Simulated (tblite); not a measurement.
Compound: C₄H₉B₂NO₂.
SMILES with atom numbers: `[CH3:1][NH:2][B:3]1[CH2:4][O:5][CH:6]=[CH:7][BH:8][O:9]1` (hydrogens: H10, H11, H12 on C1; H13 on N2; H14, H15 on C4; H16 on C6; H17 on C7; H18 on B8)

Computed with GFN2-xTB (tblite), gas phase: L-BFGS steps from a force-field or distance-geometry start until the largest atomic force falls under 0.01 eV/Å.

Step 34: E = -728.1184 eV
```
atom  x, y, z in Å  |  force x, y, z in eV/Å
C1      2.7625    0.9229   -0.1682    0.065   0.015   0.008
N2      1.8006   -0.0732   -0.5976    0.097   0.013   0.014
B3      0.5583   -0.2752   -0.0098    0.050   0.010   0.049
C4     -0.3890   -1.5323   -0.3493   -0.177  -0.033  -0.006
O5     -1.5484   -1.1800   -1.1038   -0.116   0.001  -0.080
C6     -2.4328   -0.3023   -0.6084   -0.046  -0.009   0.028
C7     -2.3592    0.5272    0.4462    0.073  -0.098   0.048
B8     -1.1362    0.7949    1.3610   -0.054   0.121   0.003
O9      0.1223    0.5425    0.9709    0.049  -0.007   0.094
H10     2.5339    1.1905    0.8633    0.038   0.020  -0.058
H11     3.7722    0.5046   -0.2224   -0.090   0.102   0.042
H12     2.7214    1.8351   -0.7740   -0.011  -0.109  -0.050
H13     2.1239   -0.6498   -1.3558    0.009  -0.032  -0.041
H14     0.0703   -2.3291   -0.9313    0.092  -0.064  -0.076
H15    -0.7341   -1.9589    0.6036    0.038  -0.053   0.017
H16    -3.3486   -0.3771   -1.1900    0.046   0.059  -0.117
H17    -3.2756    1.0730    0.6351    0.017  -0.021   0.062
H18    -1.2504    1.2936    2.4191   -0.078   0.084   0.062
```

Step 35: E = -728.1251 eV
```
atom  x, y, z in Å  |  force x, y, z in eV/Å
C1      2.7548    0.9223   -0.1697    0.110   0.034   0.012
N2      1.8005   -0.0823   -0.5949    0.088   0.065   0.098
B3      0.5576   -0.2809   -0.0094    0.032   0.074   0.054
C4     -0.3930   -1.5306   -0.3545   -0.118  -0.107   0.018
O5     -1.5475   -1.1766   -1.1143   -0.113   0.042  -0.003
C6     -2.4300   -0.3006   -0.6098   -0.026   0.031   0.027
C7     -2.3554    0.5212    0.4523    0.079  -0.130   0.013
B8     -1.1304    0.8019    1.3606   -0.079   0.040   0.007
O9      0.1259    0.5426    0.9676    0.031   0.033   0.140
H10     2.5287    1.1989    0.8599   -0.013   0.010  -0.059
H11     3.7684    0.5144   -0.2136   -0.073   0.068   0.005
H12     2.7098    1.8291   -0.7830   -0.013  -0.103  -0.051
H13     2.1258   -0.6675   -1.3424    0.067  -0.068  -0.121
H14     0.0778   -2.3245   -0.9323    0.042  -0.067  -0.088
H15    -0.7367   -1.9601    0.5990    0.008  -0.042  -0.027
H16    -3.3433   -0.3596   -1.1964    0.027   0.023  -0.104
H17    -3.2754    1.0564    0.6510    0.005   0.007   0.043
H18    -1.2465    1.3023    2.4184   -0.056   0.089   0.037
```

Q: Estimate the geometry and energy of step 36. (The exact step hangs on the optimiser's Hessian estimate; all steps are aligned on step 35, rigid shifts and turns removed.)

A: E = -728.1303 eV, largest force 0.169 eV/Å
```
atom  x, y, z in Å  |  force x, y, z in eV/Å
C1      2.7503    0.9216   -0.1707    0.093   0.052   0.006
N2      1.8009   -0.0882   -0.5913    0.036   0.028   0.130
B3      0.5567   -0.2842   -0.0067    0.023   0.092   0.041
C4     -0.3975   -1.5314   -0.3584   -0.013  -0.098   0.006
O5     -1.5495   -1.1755   -1.1215   -0.067   0.038   0.046
C6     -2.4289   -0.2998   -0.6113   -0.009   0.046   0.006
C7     -2.3511    0.5134    0.4576    0.029  -0.097   0.008
B8     -1.1269    0.8083    1.3611   -0.060  -0.039   0.032
O9      0.1296    0.5428    0.9697    0.003   0.052   0.150
H10     2.5259    1.2067    0.8560   -0.057   0.008  -0.029
H11     3.7648    0.5224   -0.2068    0.000   0.015  -0.026
H12     2.7000    1.8213   -0.7912   -0.003  -0.054  -0.072
H13     2.1249   -0.6806   -1.3336    0.094  -0.054  -0.129
H14     0.0866   -2.3197   -0.9363   -0.032  -0.045  -0.065
H15    -0.7378   -1.9629    0.5955   -0.023  -0.053  -0.057
H16    -3.3388   -0.3433   -1.2049    0.022  -0.002  -0.073
H17    -3.2736    1.0428    0.6629    0.010   0.022   0.029
H18    -1.2444    1.3127    2.4183   -0.046   0.088  -0.002
```

The energy changes by -0.0052 eV. The first-order estimate −F·Δx gives -0.0075 eV and the mean of the old and new forces, exact on a quadratic surface, -0.0052 eV. The step makes an angle of 70° with the force vector and moves no atom by more than 0.019 Å.

What follows is the cost of the whole relaxation. On Arm Neoverse N1, one thread, shared host, this took 1.0 s of wall time.
